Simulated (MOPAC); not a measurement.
Input for MOPAC: PM6 on CH3Br (SMILES CBr).

```
PM6 1SCF PRECISE CHARGE=0 THREADS=1
CH3Br

C      0.26599339 1    -1.04725861 1     3.94774135 1
Br     1.53544756 1     0.44174008 1     3.92642142 1
H     -0.46866093 1    -0.86151406 1     3.17270199 1
H     -0.19369966 1    -1.07224854 1     4.92935557 1
H      0.82303090 1    -1.95663552 1     3.75188295 1
```

The log:

```
*******************************************************************************
 **                                                                           **
 **                              MOPAC v23.2.5                                **
 **                                                                           **
 *******************************************************************************
 ** MOPAC's Digital Object Identifier: https://doi.org/10.5281/zenodo.6511958 **
 **                                                                           **
 ** Please cite the open-source release paper for use of this MOPAC version:  **
 ** J. E. Moussa and J. J. P. Stewart (2026)                                  **
 ** MOPAC: An open-source semiempirical molecular orbital program             **
 ** J. Open Source Softw., 11(119), 8025, https://doi.org/10.21105/joss.08025 **
 *******************************************************************************

                              PM6 CALCULATION RESULTS

 *******************************************************************************
 *  PM6        - The PM6 Hamiltonian to be used
 *
 *
 *
 *                 CHARGE ON SYSTEM = 0
 *
 *
 *
 *  PRECISE    - TIGHTER CRITERIA TO BE USED
 *  1SCF       - DO 1 SCF AND THEN STOP
 *  THREADS=1  - MULTI-THREADING NOT USED
 *  T=         - A TIME OF 172800.0 SECONDS REQUESTED
 *  DUMP=N     - RESTART FILE WRITTEN EVERY 7200.0 SECONDS REQUESTED
 *******************************************************************************
PM6 1SCF PRECISE CHARGE=0 THREADS=1
 CH3Br

   ATOM   CHEMICAL          X               Y               Z
  NUMBER   SYMBOL      (ANGSTROMS)     (ANGSTROMS)     (ANGSTROMS)

     1       C          0.26599339  *  -1.04725861  *   3.94774135  *
     2      Br          1.53544756  *   0.44174008  *   3.92642142  *
     3       H         -0.46866093  *  -0.86151406  *   3.17270199  *
     4       H         -0.19369966  *  -1.07224854  *   4.92935557  *
     5       H          0.82303090  *  -1.95663552  *   3.75188295  *



          CARTESIAN COORDINATES

    NO.       ATOM           X           Y           Z

     1         C          0.2660     -1.0473      3.9477
     2        Br          1.5354      0.4417      3.9264
     3         H         -0.4687     -0.8615      3.1727
     4         H         -0.1937     -1.0722      4.9294
     5         H          0.8230     -1.9566      3.7519

 General Reference for PM6:
 "Optimization of Parameters for Semiempirical Methods V: Modification of NDDO Approximations
 and Application to 70 Elements", J. J. P. Stewart, J. Mol. Mod., 13, 1173-1213 (2007)
 URL: https://link.springer.com/article/10.1007/s00894-007-0233-4

           Empirical Formula: C H3 Br  =     5 atoms



      MOLECULAR POINT GROUP   :   C3v


      RHF CALCULATION, NO. OF DOUBLY OCCUPIED LEVELS = 7


 -------------------------------------------------------------------------------
 PM6 1SCF PRECISE CHARGE=0 THREADS=1
 CH3Br



     1SCF WAS SPECIFIED, SO BFGS WAS NOT USED
     SCF FIELD WAS ACHIEVED


                              PM6 CALCULATION
                                                       MOPAC v23.2.5 Linux




          FINAL HEAT OF FORMATION =         -5.44473 KCAL/MOL =     -22.78074 KJ/MOL


          COSMO AREA              =         82.98 SQUARE ANGSTROMS
          COSMO VOLUME            =         66.22 CUBIC ANGSTROMS

          IONIZATION POTENTIAL    =         10.634214 EV
          HOMO LUMO ENERGIES (EV) =        -10.634 -0.151
          NO. OF FILLED LEVELS    =          7
          MOLECULAR WEIGHT        =         94.9387         POINT GROUP:  C3v

          MOLECULAR DIMENSIONS (Angstroms)

            Atom       Atom       Distance
            H     5   Br     2     2.50803
            H     4    H     3     1.79049
            H     5    H     3     1.41153


          SCF CALCULATIONS        =          1





   ATOM   CHEMICAL          X               Y               Z
  NUMBER   SYMBOL      (ANGSTROMS)     (ANGSTROMS)     (ANGSTROMS)

     1       C          0.26599339  *  -1.04725861  *   3.94774135  *
     2      Br          1.53544756  *   0.44174008  *   3.92642142  *
     3       H         -0.46866093  *  -0.86151406  *   3.17270199  *
     4       H         -0.19369966  *  -1.07224854  *   4.92935557  *
     5       H          0.82303090  *  -1.95663552  *   3.75188295  *

                             CARTESIAN COORDINATES

   1    C        0.265993390    -1.047258610     3.947741350
   2   Br        1.535447560     0.441740080     3.926421420
   3    H       -0.468660930    -0.861514060     3.172701990
   4    H       -0.193699660    -1.072248540     4.929355570
   5    H        0.823030900    -1.956635520     3.751882950


           Empirical Formula: C H3 Br  =     5 atoms



      MOLECULAR POINT GROUP   :   C3v


                  EIGENVALUES
 -27.09332 -25.00649 -15.31272 -15.30632 -13.33526 -10.63439 -10.63421  -0.15122
   5.05964   5.06351   5.75472 113.75571 113.75574 113.82530 113.82531 113.99871


              NET ATOMIC CHARGES AND DIPOLE CONTRIBUTIONS

  ATOM NO.   TYPE          CHARGE      No. of ELECS.   s-Pop       p-Pop       d-Pop
    1          C          -0.407783        4.4078     1.09890     3.30888
    2         Br          -0.126418        7.1264     1.98969     5.12934     0.00738
    3          H           0.178069        0.8219     0.82193
    4          H           0.178086        0.8219     0.82191
    5          H           0.178046        0.8220     0.82195
 DIPOLE           X         Y         Z       TOTAL
 POINT-CHG.    -1.316    -1.544     0.022     2.029
 HYBRID         0.300     0.351    -0.005     0.462
 SUM           -1.016    -1.193     0.017     1.568


          ATOMIC ORBITAL ELECTRON POPULATIONS

     Atom    s        px        py        pz      x^2-y^2     xz        z^2       yz        xy
    1  C   1.09890   1.07849   1.03416   1.19623
    2 Br   1.98969   1.63402   1.49671   1.99861   0.00150   0.00072   0.00112   0.00076   0.00330
    3  H   0.82193
    4  H   0.82191
    5  H   0.82195

 **********************
 *                    *
 * JOB ENDED NORMALLY *
 *                    *
 **********************




 == MOPAC DONE ==
```

The run finished.

Cost: about 0.020 core-seconds (a rough figure).
